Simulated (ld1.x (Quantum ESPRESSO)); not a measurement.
**osmium: one change to a TM potential, before and after**

```json
{
 "Element": "osmium",
 "Generator": "ld1.x (Quantum ESPRESSO) 7.5",
 "Type": "norm-conserving Troullier–Martins (Kleinman–Bylander form)",
 "Functional": "PBE",
 "Relativity": "scalar-relativistic",
 "Frozen core": "[Xe] 4f14",
 "Valence charge": "8",
 "Reference configuration": "5d5 6s0 6p0 (charge +3)",
 "Partial waves": "6p (bound, empty): rc 2.75 bohr; 5d (bound): rc 1.45 bohr; 6s (bound, empty): rc 1.90 bohr",
 "Local potential": "the s channel",
 "Core correction": "a·sin(br)/r model core inside 1.00 bohr"
}
```

Change: wave 6p (bound): rc 2.75 bohr becomes 6p (bound): rc 2.12 bohr.

Cutoffs: the cutoffs (Ry, on a coarse ladder) from which the occupation-weighted sum of valence levels, in a spherical-Bessel basis at the reference potential, stays within 10 and 1 mRy of its value at 400 Ry; they do not see the model core or the augmentation charge, which bear on the density cutoff. Errors are all-electron minus pseudo energies relative to the spin-unpolarised reference configuration.

Task: What does the change do?

Result: The potential gets neither clearly harder nor softer (35 Ry and 70 Ry → 35 Ry and 70 Ry); a bound ghost appears in p, which as a rule spoils a file; of the 7 tests that both files solve, the error grows in 3 and shrinks in 0 by more than 15 % and 0.3 meV (median size 54.2 → 75.9 meV). That the errors move this way runs against the usual rule that smaller radii transfer better.

| quantity | base | changed |
| --- | --- | --- |
| cutoff, loose | 35 Ry | 35 Ry |
| cutoff, tight | 70 Ry | 70 Ry |
| bound ghosts | none | p |
| error for 5d6 6s2 6p0, meV [ΔE -55.34 eV] | -54 | -54 |
| error for 5d6 6s1 6p0, meV [ΔE -45.76 eV] | -95 | -96 |
| error for 5d6 6s0 6p0, meV [ΔE -28.85 eV] | -120 | -120 |
| error for 5d6 6s0 6p2, meV [ΔE -44.88 eV] | -8.2 | -45 |
| error for 5d6 6s1 6p1, meV [ΔE -50.28 eV] | -37 | -52 |
| error for 5d6 6s0 6p1, meV [ΔE -39.62 eV] | -52 | -82 |
| error for 5d6 6s1.5 6p0, meV [ΔE -51.42 eV] | -76 | -76 |

 A true bound ghost makes a file unfit for plane-wave use even where its test errors are small: the radial tests pick states by their node count and pass the ghost by.
